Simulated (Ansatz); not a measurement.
Al5Ru2⁻. Charge -1, multiplicity 1. Geometry PBE-D4/def2-SVPD.

```xyz
7

Ru   -0.333   -1.006    0.938
Ru    0.633    1.350    1.083
Al   -0.891    0.735   -0.686
Al    1.472    2.516   -0.772
Al   -0.163   -2.230   -1.041
Al    1.957   -0.267   -0.025
Al   -2.675   -1.099    0.503
```

In the def2 sets Ru takes a core potential; there is no spin–orbit coupling. The restricted singlet is unstable towards broken spin symmetry in Hartree–Fock (as tested in another run); at PBE-D4/def2-TZVPD, r2SCAN-D4/def2-TZVPD, B97M-V/def2-TZVPD, r2SCANh-D4/def2-TZVPD and others this wasn't settled. No other spin state of charge -1 was run. Another isomer (singlet) lies 0.36 eV lower at PBE0-D4/def2-TZVPD; other spin states weren't run for this one.

Q: Estimate the orbital energies around the gap (eV) in Ansatz with PBE-D4/def2-TZVPD, r2SCAN-D4/def2-TZVPD, B97M-V/def2-TZVPD, r2SCANh-D4/def2-TZVPD, ωB97X-V/def2-TZVPD.

A: 
| orbital | PBE-D4/def2-TZVPD | r2SCAN-D4/def2-TZVPD | B97M-V/def2-TZVPD | r2SCANh-D4/def2-TZVPD | ωB97X-V/def2-TZVPD |
| --- | --- | --- | --- | --- | --- |
| HOMO−9 | -2.58 | -2.80 | -2.75 | -3.16 | -5.77 |
| HOMO−8 | -2.24 | -2.46 | -2.44 | -2.81 | -5.30 |
| HOMO−7 | -2.21 | -2.38 | -2.33 | -2.70 | -5.12 |
| HOMO−6 | -1.63 | -1.81 | -1.84 | -2.14 | -4.57 |
| HOMO−5 | -1.49 | -1.64 | -1.69 | -1.95 | -4.23 |
| HOMO−4 | -1.26 | -1.43 | -1.44 | -1.77 | -4.22 |
| HOMO−3 | -1.05 | -1.21 | -1.24 | -1.52 | -3.83 |
| HOMO−2 | -0.85 | -0.97 | -1.00 | -1.20 | -3.25 |
| HOMO−1 | -0.68 | -0.80 | -0.85 | -1.08 | -3.09 |
| HOMO | -0.60 | -0.72 | -0.76 | -1.00 | -2.81 |
| LUMO | -0.09 | -0.06 | -0.14 | 0.18 | 2.10 |
| LUMO+1 | 0.58 | 0.60 | 0.58 | 0.84 | 2.60 |
| LUMO+2 | 0.68 | 0.72 | 0.62 | 0.94 | 2.77 |
| LUMO+3 | 0.85 | 0.87 | 0.84 | 1.11 | 2.99 |
| LUMO+4 | 1.08 | 1.12 | 1.03 | 1.32 | 3.14 |
| LUMO+5 | 1.14 | 1.18 | 1.11 | 1.41 | 3.37 |
